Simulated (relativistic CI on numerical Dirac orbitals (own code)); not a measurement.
**Nb X: q coefficients and field-shift factors**

Computed by Dirac-Coulomb-Breit CI, separate exchange-only KLI orbitals for each configuration, derivatives by finite differences, unscaled Slater integrals, QED left out (own radial code, finite nucleus).

Configurations in the expansion (outside the closed core [Ar] 3d10): 4s²4p², 4s4p³, 4p⁴, 4s²4p4d, 4s4p²4d, 4s²4p4f, 4s²4d², 4s4d³. Double excitations out of closed p, d and f shells are left out; levels of such configurations are missing from the list, as are those of other unlisted configurations, and high levels can miss mixing partners.

With x = (α/α₀)² − 1 an excitation energy changes as ω = ω₀ + qx; K = 2q/ω₀ is the relative enhancement. Terms are leading LS components, so labels can repeat. The field-shift factor is F = δν/δ⟨r²⟩ for the transition from the lowest level.

Lowest level 4s²4p² ³P0.

```csv
Level,ω₀ (cm⁻¹),q (cm⁻¹),F (GHz/fm²)
4s²4p² ³P1,13622,18530,-0.228
4s²4p² ³P2,22552,22860,-0.285
4s²4p² ¹D2,46995,37850,-0.497
4s²4p² ¹S0,77248,37840,-0.935
4s4p³ ⁵S°2,179033,44100,-26.3
4s4p³ ³D°1,235886,39270,-24.1
4s4p³ ³D°2,236203,40710,-24.2
4s4p³ ³D°3,241580,49370,-24.3
4s4p³ ³P°0,268260,49370,-24.6
4s4p³ ³P°1,270228,52880,-24.6
4s4p³ ³P°2,272528,56070,-24.1
4s4p³ ¹D°2,307443,51700,-18.3
4s4p³ ³S°1,336330,40600,-25.2
```

At this charge energies of transitions that change n are usually good to better than 1 %, and those within a shell (Δn = 0) to a few per cent.

(1) Which transition from the lowest level has the largest |K|?

## Answers

(1) 4s²4p² ³P1 at 13622 cm⁻¹, K = 2.72.
